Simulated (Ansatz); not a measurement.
Consider the formal exchange of groups at a Ge–Ge bond: `[OH][GeH]([OH])[GeH3]` + SiH₄ → `[OH][GeH]([OH])[SiH3]` + GeH₄.

Program: Ansatz. Geometries: PBE0-D4/def2-TZVP. ΔE: electronic, gas phase. CCSD(T)/CBS is the MP2 limit (def2-TZVPP, def2-QZVPP) plus CCSD(T) − MP2 in def2-TZVPP, frozen cores. This one scheme is used for every species. Functionals use def2-TZVPP. B3LYP here is the variant with VWN-RPA as its local correlation; programs differ in this. For Ge outer-core shells are correlated without core-valence functions, which leaves a few kJ/mol of doubt a bond. Scalar relativity is left out up to krypton. Each species was taken in one conformer, which may not be the lowest.

| level | ΔE (kJ/mol) |
| --- | --- |
| PBE0-D4 | 13.6 |
| B3LYP-D4 | 17.7 |
| r2SCAN | 13.5 |
| B3LYP | 17.8 |
| MP2/def2-TZVPP | 21.0 |
| HF/CBS(def2) | 21.2 |
| MP2/CBS(def2) | 20.4 |
| CCSD/CBS(def2) | 18.8 |

(1) What does CCSD(T)/CBS give? (Best estimate.)

Largest T1 diagnostic among the species: 0.013.

## Answers

(1) Computed: +17.5 kJ/mol. The listed levels differ from it by -3.9, 0.2, -4.0, 0.3, 3.5, 3.7, 2.9, 1.3 kJ/mol.
